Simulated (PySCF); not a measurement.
## S (sulfur, neutral) across methods

[Ne] 3s2 3p4, high-spin 3P determinant. All numbers are calculated (PySCF 2.14, scalar relativity by spin-free X2C-1e, in aug-cc-pVTZ-DK).

```tsv
method	E (hartree)	mean ε 3s β (eV)	mean ε 3p α (eV)	mean ε 3p β (eV)	Σ⟨r²⟩ (bohr²)	⟨S²⟩
LDA	-397.8082	-16.179	-7.745	-6.162	29.38	2.002
HSE06	-399.0885	-17.159	-8.683	-7.006	29.04	2.005
r2SCAN	-399.1778	-16.029	-8.134	-6.408	29.01	2.008
PBE	-399.0371	-15.945	-7.699	-6.147	29.25	2.004
CAM-B3LYP	-399.2251	-19.265	-10.409	-8.822	29.22	2.004
UHF	-398.59077	-21.195	-12.593	-10.308	29.16	2.013
LC-wPBE	-399.0982	-20.724	-11.972	-10.291	28.83	2.006
BHandHLYP	-399.2161	-19.174	-10.258	-8.565	29.09	2.005
PBE0	-399.0699	-17.560	-9.099	-7.409	29.04	2.005
```
